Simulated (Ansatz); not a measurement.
heptazine (C6H3N7), SMILES C1=NC2=NC=NC3=NC=NC(=N1)N23. Heavy atoms are numbered as in [CH:1]1=[N:2][C:3]2=[N:4][CH:5]=[N:6][C:7]3=[N:8][CH:9]=[N:10][C:11](=[N:12]1)[N:13]23.

The numbers are results of Ansatz (a program for electronic structure) with PBE-D3(BJ)/def2-SVP, not measurements.

Bond lengths of the relaxed neutral molecule (Å): C1–N2 1.338, C1–N12 1.338, N2–C3 1.340, C3–N4 1.340, C3–N13 1.417, N4–C5 1.338, C5–N6 1.338, N6–C7 1.340, C7–N8 1.340, C7–N13 1.417, N8–C9 1.338, C9–N10 1.338, N10–C11 1.340, C11–N12 1.340, C11–N13 1.417.

How do the bond lengths change in the relaxed lowest triplet? (An estimate is asked for; the answer gives what the named calculation found.)


```csv
bond,neutral (Å),triplet (Å)
C1–N2,1.338,1.351
C1–N12,1.338,1.351
N2–C3,1.340,1.332
C3–N4,1.340,1.332
C3–N13,1.417,1.431
N4–C5,1.338,1.351
C5–N6,1.338,1.351
N6–C7,1.340,1.332
C7–N8,1.340,1.332
C7–N13,1.417,1.431
N8–C9,1.338,1.351
C9–N10,1.338,1.351
N10–C11,1.340,1.332
C11–N12,1.340,1.332
C11–N13,1.417,1.431
```
